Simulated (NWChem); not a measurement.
System: GeH2OF2; SMILES [F][GeH]([OH])[F]

The following NWChem deck was run.

```
start job
memory heap 200 mb stack 900 mb global 1100 mb
geometry units angstroms noautoz
  Ge    -0.265122     0.011715     0.000000
  O      0.391565     1.625823     0.000000
  F      0.356735    -0.857902     1.353819
  F      0.356735    -0.857902    -1.353819
  H     -1.781124     0.039578     0.000000
  H      1.355615     1.659747     0.000000
end
basis spherical
  * library def2-tzvp
end
dft
  xc b3lyp
  iterations 150
  mulliken
end
task dft energy
```

Coordinates come from a PBE0/def2-SVP optimisation.

Task: Predict the main results of this run. (B3LYP/def2-TZVP.) Quantities: energy (Ha); highest occupied level (eV); orbital gap (eV); dipole (D).

Result: 
```
Property                       Result
---------------------------  --------
energy (Ha)                  -2353.40
highest occupied level (eV)     -9.76
orbital gap (eV)                 9.16
dipole (D)                       1.22
```
